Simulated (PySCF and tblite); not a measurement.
Values are calculated unless marked as measured or tabulated.
**Barrier and rate of a rotation**

System: C5H9O2S (charge -1), numbered as in [CH2:1]=[C:2]([CH3:3])[CH-:4][S:5]([CH3:6])(=[O:7])=[O:8].

Motion: rotation about the C2–C4 bond (torsion C1–C2–C4–S5 from 162° to 341°, rising). The path came from a restrained scan, a climbing-image band and a saddle search at GFN2-xTB; energies are PBE0/pcSseg-1 + D3(BJ), IEF-PCM dimethylsulfoxide//GFN2-xTB, thermal terms GFN2-xTB. Rates follow Eyring's equation with the number of equivalent paths and no tunnelling. Run with tblite and PySCF.

```
 point  symmetry  E(GFN2) kcal/mol  E(DFT) kcal/mol  ZPE change kcal/mol  lowest mode cm⁻¹
 start        C1               0.0              0.0                 0.00                64
saddle        C1              14.7             10.6                -0.63              112i
   end        C1               1.8             -2.4                -0.15                74
```

* Electronic barrier: 10.6 kcal/mol
* Barrier with zero-point energy: 10.0 kcal/mol
* ΔH‡ (298 K): 9.6 kcal/mol
* ΔS‡ (298 K, symmetry apart): -2.9 cal/(mol K)
* Paths: 1 equivalent path
* End point: a different minimum
* Mean lifetime of the start against this motion at 298 K: 7.2 µs
* Cost: 100 s on 1 thread of Arm Neoverse V1, on a host shared with other jobs (rough), peak memory 0.96 GiB, launched as `OMP_NUM_THREADS=1 python ens_run.py task.json out`

```
T/K  ΔG‡ kcal/mol    k s⁻¹  ΔG kcal/mol  k back s⁻¹
200          10.2       28         -2.6       0.041
250          10.3     4920         -2.6          25
298          10.4  1.4×10⁵         -2.6        1570
350          10.6  1.8×10⁶         -2.7     3.8×10⁴
400          10.7  1.2×10⁷         -2.7     3.8×10⁵
```

ΔG and ΔG‡ leave out symmetry numbers and mirror images; rates count paths: 1 out, 1 back.

The ion is treated without a counter-ion.
